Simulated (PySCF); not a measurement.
Cycloheptatriene, C₇H₈.
Bonds: C1–C2 (double), C2–C3, C3–C4 (double), C4–C5, C5–C6, C6–C7 (double), C1–C7. Hydrogens: H8 on C1; H9 on C2; H10 on C3; H11 on C4; H12, H13 on C5; H14 on C6; H15 on C7.

Probes without a nucleus sit at each ring's centroid and 1 Å off its mean plane on both sides; NICS is minus the shielding there, NICSzz its component along the normal. Level: GIAO PBE0/pcSseg-2 (PySCF, non-relativistic, gas phase) on the PBE0-D3(BJ)/def2-TZVP geometry, one conformer.

Ring bond lengths (Å), with Mayer bond orders in brackets: C1–C2 1.357 (1.68), C2–C3 1.436 (1.14), C3–C4 1.343 (1.78), C4–C5 1.496 (0.95), C5–C6 1.495 (0.95), C6–C7 1.343 (1.78), C7–C1 1.436 (1.14).

Task: Give the NICS values of each ring in ppm.

Result: 
```tsv
ring	type	NICS(0)	NICS(1), two faces	NICS(1)zz, two faces	rms pucker (Å)	centre to ring atoms, mean (Å)
C1–C2–C3–C4–C5–C6–C7	7-membered carbocycle; formal bonds 3 double, 4 single	-4.8	-5.4 / -7.8	-10.0 / -15.6	0.30	1.56
```

Task: What do they say, and how far can they be read as aromaticity?

Result: 
- C1–C2–C3–C4–C5–C6–C7: mean NICS(1)zz -12.8 ppm, shielded. C5 has four or more neighbours, and the NICS criterion for π rings isn't applied. The two faces differ by 5.6 ppm, so no symmetry operation interchanges them.

Task: Give the inner angles of the rings and the Hirshfeld charges of the ring atoms.

Result: 
- C1–C2–C3–C4–C5–C6–C7: C1 125.6° (-0.051 e), C2 125.5° (-0.051 e), C3 124.9° (-0.063 e), C4 121.3° (-0.035 e), C5 106.9° (-0.084 e), C6 121.3° (-0.035 e), C7 124.9° (-0.064 e); sum 850.4° against 900° for a flat convex ring.

Task: What are the shieldings of the ring atoms and their hydrogens in the same run (means over atoms taken as equivalent)?

Result: 
| atoms | environment | σ isotropic (ppm) |
| --- | --- | --- |
| C1 (×2) | alkene CH carbon | 44.0 |
| C3 (×2) | alkene CH carbon | 49.0 |
| C4 (×2) | alkene CH carbon | 59.1 |
| C5 | allylic carbon | 153.2 |
| H8 (×2) | vinylic hydrogen | 24.40 |
| H10 (×2) | vinylic hydrogen | 24.85 |
| H11 (×2) | vinylic hydrogen | 26.09 |
| H12 (×2) | methylene hydrogen | 29.27 |
